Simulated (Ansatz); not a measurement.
Ligand exchange: C3H6CuN + Sc(CH3)2(NH2) → C2H5CuN2 + Sc(CH3)3

Species: C3H6CuN `CC#[N+][Cu-][CH3]`, singlet; Sc(CH3)2(NH2), singlet; C2H5CuN2 `CC#[N+][Cu-][NH2]`, singlet; Sc(CH3)3, singlet. The partners trade CH3 for NH2: Cu–CH3 and Sc–NH2 bonds give way to Cu–NH2 and Sc–CH3.

Shapes, held fixed at every level: PBE0-D4/def2-TZVP. Flexible molecules stand in one conformer, not always the lowest. Programs: Ansatz 0.2.0. Electronic energies: no zero-point or thermal term.

```tsv
level	kind	ΔE (kJ/mol)
HF/def2-TZVPP	Hartree–Fock	+108.2
PBE-D4/def2-TZVPP	GGA	+98.9
r2SCAN-D4/def2-TZVPP	meta-GGA	+97.2
B3LYP-D4/def2-TZVPP	global hybrid	+103.1
PBE0-D4/def2-TZVPP	global hybrid	+100.7
r2SCAN0-D4/def2-TZVPP	global hybrid	+100.2
wB97X-V/def2-TZVPP	range-separated hybrid	+100.6
```

wB97X-V/def2-TZVPP gives ΔE = +100.6 kJ/mol; the levels span +97.2 to +108.2. The median of the levels is +100.6. No measured value is set beside it here. Relativity is left out for Cu.
